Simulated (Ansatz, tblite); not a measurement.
Cost and result up the ladder for ScCl3 (4 atoms). The state is a singlet with charge 0. Geometry: B3LYP-D4/def2-SVP.

Cartesian coordinates in Å:
```
Sc -0.004 0.001 -0.004
Cl -1.765 -0.125 1.425
Cl 0.740 -1.868 -1.058
Cl 1.029 1.992 -0.362
```

Ansatz on 2 threads of Intel Xeon 6975P-C on a shared host; xTB runs through tblite on one thread. Times are rough, summed over both states, and most runs start from the orbitals of an earlier one. PBE0-D4/def2-TZVP serves as the yardstick here, not as an exact answer. The other state is a triplet.

The xTB rows come from tblite.

xTB has no spin-polarisation term.

```tsv
level	functions	vertical triplet (eV)	difference from PBE0-D4/def2-TZVP (eV)
PBE0-D4/def2-TZVP	156	4.49	0.00
PBE-D4/def2-TZVP (with forces)	156	4.12	-0.37
GFN2-xTB	36	2.61	-1.88
r2SCAN-D4/def2-TZVP	156	4.28	-0.22
GFN1-xTB	36	2.75	-1.75
```

Task: Estimate how long each takes.

Result: GFN2-xTB 0.009 s; GFN1-xTB 0.01 s; PBE-D4/def2-TZVP (with forces) 4 s; PBE0-D4/def2-TZVP 7.5 s; r2SCAN-D4/def2-TZVP 9.7 s. On shared hardware such times vary by a factor of up to 3.
